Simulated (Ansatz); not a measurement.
Consider the atomization: `BNBNC` → 2 B• + C• + 8 H• + 2 N•.

Gas-phase electronic energies from Ansatz, PBE0-D4/def2-TZVP geometries. CCSD(T)/CBS adds triple-zeta CCSD(T) − MP2 to the extrapolated MP2 energy (def2 sets, frozen cores). This one scheme is used for every species, atoms too. Functionals use def2-TZVPP. No spin–orbit coupling; open shells (•) take unrestricted orbitals. Spin–orbit coupling would lower the free atoms: a little for B, C. Each species was taken in one conformer, which may not be the lowest.

```tsv
level	ΔE (kJ/mol)
r2SCANh-D4	4973.1
r2SCANh	4967.2
```

Question: What does CCSD(T)/CBS give? (Best estimate.)

Answer: Ansatz gave: +4970.4 kJ/mol. The listed levels differ from it by 2.7, -3.2 kJ/mol.

Largest T1 diagnostic among the species: 0.014.

Leaving LDA and LC-ωPBE aside and taking each functional with its dispersion term where it has one, the values, not all of them listed here, spread over 186.5 kJ/mol, from BHLYP-D4 to PBE-D4. LDA lies +599.6 kJ/mol from PBE without D4, its usual overbinding. At CCSD(T), def2-SVP lies −223.0 kJ/mol from the extrapolated value and def2-TZVPP −122.0 kJ/mol: correlation converges slowly with the basis, and small sets miss more of it in the bonded molecule than in its fragments.

For atomizations the MP2-based limit and the directly extrapolated one differ by several kJ/mol either way, and by 10 to 25 for some Ge, Se and Sn compounds, so smaller differences from it don't rank the levels.
